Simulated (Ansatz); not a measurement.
The lowest singlet and triplet of SH (SMILES [SH+]); geometries from B3LYP-D3(BJ)/def2-TZVP, each state relaxed from the structure named, with no frequency check, low spin by broken symmetry.
Singlet at the triplet's geometry (charge 1, multiplicity 1):
```json
[
 {"atom": "S", "x (Å)": "0.0000", "y (Å)": "0.0000", "z (Å)": "-0.0807"},
 {"atom": "H", "x (Å)": "0.0000", "y (Å)": "0.0000", "z (Å)": "1.2904"}
]
```

A positive gap puts the triplet lower; no zero-point energy. R- takes a restricted singlet, here one determinant of a half-filled degenerate or near-degenerate pair, which mixes singlet states. The triplet is unrestricted in single-reference levels. Active spaces average the two states.

Correlated levels freeze the cores.

Programs: Ansatz (Gaussian basis) for Hartree–Fock, density functionals and correlated methods. Each number belongs to the level named beside it.

**Question.** Give the gap E(singlet) − E(triplet), vertical, at the triplet's geometry at the level FIC-NEVPT4(SD) on SA-CASSCF(6,5)/cc-pV(D+d)Z.

**Answer.** 141 kJ/mol

**Question.** What is the computed gap E(singlet) − E(triplet), vertical, at the triplet's geometry (FIC-MRCISD+Q on SA-CASSCF(6,5)/cc-pV(Q+d)Z)?

**Answer.** 119 kJ/mol

**Question.** Give the gap E(singlet) − E(triplet), vertical, at the triplet's geometry at the level R-HF/cc-pV(D+d)Z.

**Answer.** 238 kJ/mol

Doubts at one or more of the structures used: a restricted determinant that unrestricted orbitals would lower (R-HF/cc-pV(D+d)Z).

Ansatz is a first-principles code.
